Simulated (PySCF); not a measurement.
# Spinor energies of Nb⁵⁺ (niobium, charge +5)

Start: [Kr]. Calculated with PySCF 2.14 in x2c-TZVPPall-2c with one added diffuse shell each of s, p, d, f type (9s10p8d3f1g, 109 functions): generalised Hartree-Fock with the X2C-1e Hamiltonian and a Gaussian nucleus; spin-orbit coupling (SO) screened by Boettger's factors.

```csv
spinor shell,electrons,"ε, screened SO (eV)",weight of nominal j (screened SO),"rms radius, screened SO (bohr)"
1s1/2,2,-19151.1,1.000,0.0415
2s1/2,2,-2808.6,1.000,0.171
2p1/2,2,-2574.8,1.000,0.149
2p3/2,4,-2477.6,1.000,0.154
3s1/2,2,-554.12,1.000,0.471
3p1/2,2,-464.46,1.000,0.471
3p3/2,4,-448.01,1.000,0.481
3d3/2,4,-289.90,1.000,0.471
3d5/2,6,-286.89,1.000,0.474
4s1/2,2,-133.48,1.000,1.20
4p1/2,2,-104.12,1.000,1.30
```

Q: Where does 4p3/2 lie, and what is the 4p spin-orbit splitting (screened SO)?

A: At -101.61 eV, 2.512 eV above 4p1/2.

```csv
quantity,screened SO
E (hartree),-3812.67265
M_J,0
⟨J²⟩,0.000
⟨L²⟩,0.007
⟨S²⟩,0.007
```

Breit and QED terms are absent; they matter most for the inner s and p1/2 levels.

Densities and radii are taken from the X2C orbitals without a picture-change correction, which distorts them close to the nucleus.
